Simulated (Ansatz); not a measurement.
Species: SeCl (charge 0, doublet). 
Structure (B3LYP-D3(BJ)/def2-TZVP (Ansatz, a first-principles code) minimum search):
```
Se
Cl 1 2.1470
```
Charge 0, spin multiplicity 2.

Basis-set convergence of Hartree-Fock and CCSD(T) correlation energies (hartree) with Ansatz. Valence correlation only, unless marked. UHF or UKS for open shells. No spin-orbit coupling. The frozen core is the preceding noble-gas configuration, with the filled d and f shells of earlier blocks. No relativistic terms.

```
basis       functions        E(HF)  E(corr, CCSD(T))
----------  ---------  -----------  ----------------
def2-SVP           50  -2858.88419          -0.25936
def2-TZVPP         90  -2859.34538          -0.36060
def2-QZVPP        159  -2859.40683          -0.39295
```

Extrapolating the two largest sets (X = 3 and 4) as X^-3: E(corr) = (64·(-0.39295) - 27·(-0.36060))/37 = -0.4166 Eh, an estimate of the basis-set limit. The largest set recovers 94.3 % of it, the smallest 62.3 %.
